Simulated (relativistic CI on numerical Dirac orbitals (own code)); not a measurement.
**What each ingredient does to the levels of Yb LXV**

Base calculation: Dirac-Coulomb-Breit CI, orbitals from a KLI potential per configuration, model QED (radiative potential, 1s self-energy scaled to tabulated hydrogen-like ionisation energies), unscaled Slater integrals.

Configuration list (outside the closed core 1s2): 2s²2p², 2s2p³, 2p⁴, 2p³3s, 2p³3p, 2p³3d, 2s²2p3s, 2s²2p3p, 2s²2p3d, 2s2p²3s, 2s2p²3p, 2s2p²3d, 2s²2p4s, 2s²2p4p, 2s²2p4d, 2s²2p4f. Levels of other configurations are missing.

The lowest level and the first level of each name with at least 55 % of one term (blank where a level has no safe partner in the second run):

| Level | Base (eV) | Shift (eV) |
| --- | --- | --- |
| 2s²2p² ³P0 | 0.00 | 0.00 |
| 2s²2p² ³P1 | 1091.84 | -1.29 |
| 2s²2p² ¹D2 | 1110.08 | -1.29 |
| 2s²2p² ³P2 | 2223.03 | -2.32 |
| 2s²2p² ¹S0 | 2281.36 | -2.29 |
| 2s2p³ ³D°3 | 2476.81 | +12.69 |
| 2s2p³ ³P°0 | 2534.16 | +12.70 |
| 2s2p³ ¹D°2 | 2565.47 | +12.73 |
| 2s2p³ ³P°1 | 2569.26 | +12.72 |
| 2p⁴ ³P2 | 2858.61 | +27.72 |
| 2p⁴ ¹S0 | 2920.33 | +27.71 |
| 2p⁴ ³P1 | 3964.85 | +26.71 |
| 2p⁴ ¹D2 | 3983.55 | +26.71 |
| 2p⁴ ³P0 | 5122.70 | +25.45 |

At this charge energies of transitions that change n are usually good to better than 1 %, and those within a shell (Δn = 0) to a few per cent.

(1) One thing was changed in a second run, which moved the levels as shown. Which?
A. configuration mixing switched off
B. Breit term removed
C. QED terms removed
D. P86 correlation estimate

## Answers

(1) C. QED terms removed. QED shifts follow the density of s (and p1/2) electrons at the nucleus, so configurations move by their count of such electrons; where none moves, the smaller shifts of p3/2 electrons and of j = l + 1/2 against j = l − 1/2 set the pattern.

LS names give the leading component of a level, which can be under half, so a name can repeat, a term be missing and a line seem to break the LS rules.
